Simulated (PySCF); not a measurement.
**W⁻ (tungsten, charge -1) across methods**

[Xe] 4f14 5d5 6s2, high-spin 6S determinant. Calculation: PySCF 2.14, in aug-cc-pwCVDZ-PP with ECP60MDF (6s6p5d3f, 70 functions); scalar relativity through the core potential.

| method | E (hartree) | mean ε 6s α (eV) | mean ε 5d α (eV) | mean ε 6s β (eV) | Σ⟨r²⟩ (bohr²) | ⟨S²⟩ |
| --- | --- | --- | --- | --- | --- | --- |
| r2SCAN | -67.3701 | -0.979 | 0.886 | 0.957 | 89.05 | 8.928 |
| PBE0 | -67.3218 | -1.070 | 0.230 | 0.677 | 86.29 | 8.834 |
| BHandHLYP | -67.2048 | -1.285 | -0.521 | 0.141 | 85.61 | 8.808 |
| LC-wPBE | -67.3243 | -2.913 | -2.219 | -0.659 | 86.58 | 8.870 |
| UHF | -66.70939 | -3.376 | -3.832 | 0.256 | 108.0 | 9.207 |
| M06 | -67.3013 | -0.401 | 0.726 | 0.192 | 81.60 | 8.755 |
| revPBE | -67.4071 | -0.456 | 1.314 | 1.152 | 87.02 | 8.826 |
| PBE | -67.3670 | -0.462 | 1.323 | 1.080 | 86.42 | 8.812 |

Problem. Estimate the same row for LDA.

Solution. E (hartree) = -67.1999; mean ε 6s α (eV) = -0.593; mean ε 5d α (eV) = 1.284; mean ε 6s β (eV) = 0.838; Σ⟨r²⟩ (bohr²) = 85.15; ⟨S²⟩ = 8.799.

Energies and moments cover only the electrons outside the core potential. Spin-orbit coupling, which splits the p, d and f shells strongly at this Z, is absent. ⟨S²⟩ = 8.87 against 8.75 shows spin contamination.

The highest occupied level is positive at r2SCAN, PBE0, BHandHLYP, UHF, LDA, M06, revPBE, PBE: only the finite basis holds that electron, at UHF too, so the state is unbound at these levels.
